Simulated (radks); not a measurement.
The numbers below are computed, except where a source is named.
Initial-state core-level shifts of the osmium ion Os2+ when its valence configuration changes from [Xe] 4f14 5d6. Level of theory: Dirac Kohn-Sham, PBEsol, spin-unpolarised, spherical densities, finite nucleus; open shells fill j = l - 1/2 first; Fermi nuclear charge, rms radius 5.4126 fm (a radial shooting solver on a logarithmic mesh with Libxc functionals). Shifts are changes of the shell-averaged eigenvalues in eV (positive: less bound); the change of the density at the nucleus, which sets a Mossbauer isomer shift, is in e/bohr^3, on a base of 1.673e+06.

| valence | 3d | 4p | 5s | 5p | density at nucleus |
|---|---|---|---|---|---|
| 4f14 5d5 6p1 | -4.560 | -4.529 | -4.373 | -4.142 | +17.8 |
| 4f13 5d6 6s1 | -16.978 | -15.184 | -7.785 | -6.499 | +272.8 |
| 4f12.5 5d6.5 6s1 | -24.033 | -21.231 | -10.040 | -8.219 | +333.2 |
| 4f14 5d5 6s1 | -3.383 | -3.347 | -3.204 | -2.993 | +156.6 |
| 4f11.5 5d6.5 6s1 6p1 | -43.818 | -38.656 | -19.286 | -16.143 | +494.5 |
| 4f14 5d4 6s2 | -6.972 | -6.888 | -6.553 | -6.106 | +332.9 |
| 4f13 5d7 | -13.412 | -11.665 | -4.443 | -3.371 | +109.6 |
| 4f14 5d5.5 6p0.5 | -2.257 | -2.243 | -2.172 | -2.062 | +8.3 |
| 4f12 5d8 | -27.511 | -23.671 | -8.794 | -6.656 | +225.8 |
